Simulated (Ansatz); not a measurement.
```xyz
8

C     0.6463    0.7810    0.2710
Si   -0.6115   -0.5095   -0.1467
Br   -0.1183   -2.4028    0.8950
Br   -0.6296   -0.8587   -2.3356
H     0.4036    1.7162   -0.2390
H     0.6560    0.9561    1.3494
H     1.6409    0.4584   -0.0414
H    -1.9873   -0.1407    0.2473
```

Charge 0, multiplicity 1.

(1) List the PBE/def2-TZVPP orbital energies in eV (the Gaussian-basis code of Ansatz). (Estimate.)

## Answers

(1) The calculation gave: Occupied: -13089.01, -13089.01, -1781.35, -1682.14, -1682.14, -1516.51, -1516.51, -1516.44, -1516.44, -1516.44, -1516.44, -269.17, -228.93, -228.93, -171.09, -171.09, -170.89, -170.89, -170.89, -170.89, -138.92, -95.72, -95.67, -95.58, -67.76, -67.76, -67.70, -67.70, -67.70, -67.70, -67.55, -67.55, -67.55, -67.55, -19.86, -19.25, -17.82, -12.88, -10.70, -10.68, -9.22, -9.19, -9.11, -7.62, -7.40, -7.16, -7.15. Lowest empty: -1.12, -0.54, 0.13, 0.64, 1.20, 1.57, 1.85, 2.88.
